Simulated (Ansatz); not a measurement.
The cluster Ag5Te2⁺, relaxed as a singlet with RKS PBE-D4/def2-SVP in Ansatz, starting from the GFN1-xTB geometry. Force threshold 0.02 eV/Å.

In the def2 sets Ag, Te take a core potential; there is no spin–orbit coupling. The relaxation made no stability test and no search for a lower SCF solution. No other spin state of charge 1 was run. Another isomer (singlet) lies 0.05 eV lower at PBE0-D4/def2-TZVP; other spin states weren't run for this one.

Start:

Cartesian coordinates in Å:
```
Ag 3.189 0.344 -0.219
Ag -1.377 0.860 2.355
Ag 0.736 -0.437 0.830
Ag -0.541 -1.447 -1.511
Ag -1.213 1.187 -0.484
Te 1.157 0.683 -1.813
Te -1.951 -1.191 0.841
```

Estimate the energy that the relaxation releases and the steps that it takes.

0.17 eV, in 6 steps; 30 s on 4 threads of Arm Neoverse V1 on a shared host. No frequencies were taken in this run, so the end may be a saddle point.

Does the start keep its bonding?

By distances, no bond broke or formed. The bond that changes most is Ag3–Te6, from 2.90 to 3.38 Å (atoms count from 1).

Predict the relaxed structure.


| atom | x (Å) | y (Å) | z (Å) |
| --- | --- | --- | --- |
| Ag1 | 3.036 | 0.331 | -0.237 |
| Ag2 | -1.399 | 0.932 | 2.374 |
| Ag3 | 0.694 | -0.621 | 0.968 |
| Ag4 | -0.395 | -1.400 | -1.508 |
| Ag5 | -1.100 | 1.167 | -0.475 |
| Te6 | 1.186 | 0.821 | -2.050 |
| Te7 | -2.022 | -1.230 | 0.928 |
Bond lengths (bridged metal pairs left out): 8 × Ag–Te 2.64 to 3.38 Å.
